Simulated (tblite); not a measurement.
Compound: C₅H₉F₃Si.
SMILES with atom numbers: `[CH2:1]=[CH:2][C@@H:3]([CH2:4][SiH3:5])[C:6]([F:7])([F:8])[F:9]` (hydrogens: H10, H11 on C1; H12 on C2; H13 on C3; H14, H15 on C4; H16, H17, H18 on Si5)

Geometry (GFN2-xTB, Å), atoms numbered from 1 in this order:
```xyz
18
C5H9F3Si angstrom
C      2.740   -0.485   -0.715
C      1.717   -0.146    0.045
C      0.337    0.144   -0.479
C     -0.679   -0.850    0.090
Si    -2.469   -0.647   -0.553
C     -0.029    1.569   -0.097
F      0.927    2.449   -0.440
F     -0.230    1.725    1.219
F     -1.151    1.994   -0.705
H      2.654   -0.563   -1.786
H      3.707   -0.700   -0.296
H      1.819   -0.070    1.120
H      0.335    0.106   -1.573
H     -0.319   -1.850   -0.156
H     -0.666   -0.779    1.179
H     -3.132   -1.930   -0.313
H     -2.407   -0.371   -1.989
H     -3.163    0.413    0.169
```

Computed with GFN2-xTB (tblite): harmonic, unscaled wavenumbers at the GFN2-xTB geometry, gas phase. The method is semi-empirical: single wavenumbers can be off by several per cent or more. Modes of hydrogen on silicon can be 10 to 20 % off. One conformer, not necessarily the lowest.

Harmonic wavenumbers (cm⁻¹): 34.5, 57.3, 75.9, 133.8, 176.1, 206.4, 224.5, 266.2, 344.9, 394.9, 409.7, 488.6, 507.9, 520.3, 557.5, 605.5, 656.5, 736.2, 768.8, 775.2, 790.4, 808.1, 848.9, 904.3, 946.7, 1020.6, 1034.3, 1049.6, 1067.9, 1126.8, 1158.9, 1188.6, 1224.9, 1278.9, 1302.5, 1306.1, 1411.4, 1480.5, 1716.3, 2267.9, 2274.2, 2315.2, 2951.6, 2979.3, 2993.3, 3069.2, 3105.9, 3139.2.

A = 1689, B = 1083, C = 787.2 MHz; mass 154.043 u (most abundant isotopes); point group C1, symmetry number 1.

Task: Zero-point energy?

Result: Half the sum of the wavenumbers: 27351 cm⁻¹ = 78.20 kcal/mol.

Task: Entropy at 298.15 K, 1 bar (ideal gas, RRHO, classical rotation)?

Result: Translation 41.03, rotation 29.79, vibration 33.53: S = 104.3 cal/(mol K).

Task: And Cp and H(298.15 K) − H(0)?

Result: Cp = 42.19 cal/(mol K), of which vibrations give 34.24 (their classical limit is 48 R = 95.4); H(298.15 K) − H(0) = 7.54 kcal/mol without the zero-point energy, 5.17 from vibrations.

Task: Which modes carry the vibrational entropy at 298.15 K?

Result: 34.5 cm⁻¹: 5.55; 57.3 cm⁻¹: 4.55; 75.9 cm⁻¹: 3.99; 133.8 cm⁻¹: 2.89; 176.1 cm⁻¹: 2.37; 206.4 cm⁻¹: 2.08 cal/(mol K); the other 42 give 12.10 together.

Task: Blend soft modes into free rotors: weight 1/[1 + (100 cm⁻¹/ν̃)⁴] for the oscillator and the rest for a rotor with moment μB/(μ + B), μ = h/(8π²ν), B = 10⁻⁴⁴ kg m². What vibrational entropy results?

Result: 30.17 cal/(mol K) in place of 33.53, which changes −T·S at 298.15 K by +1.00 kcal/mol.

Hindered rotation and anharmonicity are outside this model. Other conformers, if any are populated, would add a mixing term that is left out. The structure is chiral; the term R ln 2 for an equal mix with its mirror image is left out.
